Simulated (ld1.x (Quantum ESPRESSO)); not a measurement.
Values are calculated unless marked as measured or tabulated.
## Pseudopotentials across the periodic table

Generated with ld1.x 7.5 (TM, RRKJ, ultrasoft, PAW), atompaw 4.2 or ONCVPSP 4.0.1. The cutoff is in Ry: for ld1.x and atompaw files where the sum of valence levels is converged to 10 mRy in a Bessel basis, for ONCV files where the hardest occupied wave has 1 mHa per electron of residual kinetic energy. The error is the largest all-electron minus pseudo excitation energy over each file’s own four to seven test configurations (ionisations up to +4, promotions, holes and added fractions of an electron), all of which were solved. The labels leave out finer settings (local radius, basis sizes, second energies), which also bear on the numbers. Spin-polarised tests are not counted. The rows are a selection from randomly drawn settings: files with unsolved tests, undetermined cutoffs or missed reference levels are left out.

A true bound ghost makes a file unfit for plane-wave use even where its test errors are small: the radial tests pick states by their node count and pass the ghost by.

| element | potential | cutoff (Ry) | largest error (meV) | bound ghosts |
| --- | --- | --- | --- | --- |
| B | TM, PBE, non-relativistic, rc 1.30/2.65 (sp), local p, core correction no, reference 2s2 2p0.5 | 21 | +108 | none |
| Al | ultrasoft, PBE, scalar-relativistic, rc 1.75/2.60 (sp), local smoothed, core correction yes, reference 3s2 3p1 | 8 | +11 | none |
| In | TM, PBEsol, scalar-relativistic, rc 2.35/2.75 (sp), local s, core correction yes, reference 5s2 5p1 | 15 | -227 | none |

Q: Fill in the row for I: ultrasoft, LDA (PZ), scalar-relativistic, rc 1.80/2.30 (sp), local smoothed, core correction no, reference 5s2 5p5.

A: cutoff 12 Ry, largest error +114 meV, bound ghosts: d.

Q: Fill in the row for Tm: PAW, Wu–Cohen, non-relativistic, rc 2.15/2.40/2.45 (spd), local smoothed, core correction yes, reference 5s2 5p6 5d0 6s1.75 6p0.

A: cutoff 15 Ry, largest error +22 meV, bound ghosts: none.

Q: Fill in the row for B: RRKJ, revPBE, scalar-relativistic, rc 1.50/2.85/3.05 (spd), local s, core correction yes, reference 2s1 2p2.

A: cutoff 18 Ry, largest error +447 meV, bound ghosts: none.
